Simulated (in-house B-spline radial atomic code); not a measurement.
Checks on a self-consistent run for I III (I2+), [Kr] (4d3/2)4 (4d5/2)5 5s2 (5p1/2)2 (5p3/2)1 (5g9/2)1. Method: Dirac-Hartree-Fock, average of the jj configuration, Fermi nucleus of rms radius 4.75 fm. Calculated with a B-spline radial code for spherical atoms.

```json
{"orbital": "1s1/2", "q": "2", "ε (Eh)": "-1227.44816", "<1/r>": "56.8356", "<r²>": "0.00100436", "small-component weight": "0.038117"}
{"orbital": "2s1/2", "q": "2", "ε (Eh)": "-194.49489", "<1/r>": "13.2863", "<r²>": "0.0160961", "small-component weight": "0.0081767"}
{"orbital": "2p1/2", "q": "2", "ε (Eh)": "-182.06210", "<1/r>": "13.2293", "<r²>": "0.0119554", "small-component weight": "0.0081628"}
{"orbital": "2p3/2", "q": "4", "ε (Eh)": "-171.02613", "<1/r>": "12.2086", "<r²>": "0.0132337", "small-component weight": "0.0077536"}
{"orbital": "3s1/2", "q": "2", "ε (Eh)": "-41.96905", "<1/r>": "4.75625", "<r²>": "0.111474", "small-component weight": "0.0024396"}
{"orbital": "3p1/2", "q": "2", "ε (Eh)": "-36.79268", "<1/r>": "4.65666", "<r²>": "0.106589", "small-component weight": "0.0023723"}
{"orbital": "3p3/2", "q": "4", "ε (Eh)": "-34.65068", "<1/r>": "4.40752", "<r²>": "0.114431", "small-component weight": "0.0022636"}
{"orbital": "3d3/2", "q": "4", "ε (Eh)": "-25.64407", "<1/r>": "4.24949", "<r²>": "0.0963193", "small-component weight": "0.0021317"}
{"orbital": "3d5/2", "q": "6", "ε (Eh)": "-25.18427", "<1/r>": "4.18091", "<r²>": "0.098946", "small-component weight": "0.002095"}
{"orbital": "4s1/2", "q": "2", "ε (Eh)": "-9.11168", "<1/r>": "1.89539", "<r²>": "0.610944", "small-component weight": "0.00068051"}
{"orbital": "4p1/2", "q": "2", "ε (Eh)": "-7.24006", "<1/r>": "1.78845", "<r²>": "0.66952", "small-component weight": "0.00062182"}
{"orbital": "4p3/2", "q": "4", "ε (Eh)": "-6.74853", "<1/r>": "1.70935", "<r²>": "0.717724", "small-component weight": "0.00058847"}
{"orbital": "4d3/2", "q": "4", "ε (Eh)": "-3.67372", "<1/r>": "1.4746", "<r²>": "0.926239", "small-component weight": "0.00045762"}
{"orbital": "4d5/2", "q": "5", "ε (Eh)": "-3.59147", "<1/r>": "1.46016", "<r²>": "0.941699", "small-component weight": "0.00045285"}
{"orbital": "5s1/2", "q": "2", "ε (Eh)": "-1.89276", "<1/r>": "0.717719", "<r²>": "3.66809", "small-component weight": "0.00013467"}
{"orbital": "5p1/2", "q": "2", "ε (Eh)": "-1.41572", "<1/r>": "0.635755", "<r²>": "4.60017", "small-component weight": "0.00010881"}
{"orbital": "5p3/2", "q": "1", "ε (Eh)": "-1.37426", "<1/r>": "0.61451", "<r²>": "4.87779", "small-component weight": "0.00010371"}
{"orbital": "5g9/2", "q": "1", "ε (Eh)": "-0.18023", "<1/r>": "0.120567", "<r²>": "91.1188", "small-component weight": "4.8386e-06"}
```

Electron-electron repulsion V_ee = 2569.6160 hartree.

What total energy follows from the eigenvalues?

The eigenvalues count the repulsion twice, so E = Σqε - V_ee = -4542.444 - 2569.616 = -7112.060 hartree; the run printed -7112.060.

Does the Dirac virial theorem hold?

For a point nucleus E = -2c²Σq·w, with w the small-component weight. Here Σq·w = 0.18935 and c = 137.0360, so the ratio E/(-2c²Σq·w) is 1.000060; the finite nucleus accounts for the departure from 1.

What diamagnetic shielding (Lamb formula) and susceptibility (Langevin formula) do the radii give?

σ = (α²/3)Σq<1/r> = 324.922/(3·137.036²) = 5767.5 ppm, and χ = -0.79199×10⁻⁶·Σq<r²> = -101.7×10⁻⁶ cm³/mol with Σq<r²> = 128.36 bohr². Both are non-relativistic formulas without the paramagnetism of open shells; for so heavy an element the full relativistic shielding is larger by tens of per cent.
